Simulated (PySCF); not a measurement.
**Electron correlation in Sr²⁰⁺ (strontium, charge +20)**

[Ar], closed-shell 1S. Computed with PySCF 2.14 in an uncontracted even-tempered set (18 s from 2.1 bohr⁻², ratio 2.5; 12 p from 2.7 bohr⁻², ratio 2.5; 5 d from 14 bohr⁻², ratio 2.7; 4 f from 21 bohr⁻², ratio 2.7), with the spin-free X2C one-electron Hamiltonian (Gaussian nucleus). Frozen: 1s2; 16 electrons correlated; the 21 highest virtual orbitals of each spin left out.

MP2 pair energies summed by pair of shells (mhartree):

| pair | energy | share (%) |
| --- | --- | --- |
| 2p-2p | -183.77 | 29.7 |
| 3p-3p | -178.98 | 28.9 |
| 2p-3p | -106.77 | 17.2 |
| 2s-2p | -53.67 | 8.7 |
| 3s-3p | -34.14 | 5.5 |
| 2s-3p | -19.89 | 3.2 |
| 2p-3s | -17.75 | 2.9 |
| 2s-2s | -10.33 | 1.7 |
| 3s-3s | -8.84 | 1.4 |
| 2s-3s | -5.51 | 0.9 |

Total MP2 correlation energy: -619.66 mhartree.

At this charge the one-electron X2C treatment keeps the bare 1/r₁₂, with no two-electron picture change or Breit term. The effect here is smaller than on the frozen 1s shell; and a scalar Hamiltonian misses the large spin-orbit splitting of the p shells, which matters for ns² → np² pairs.
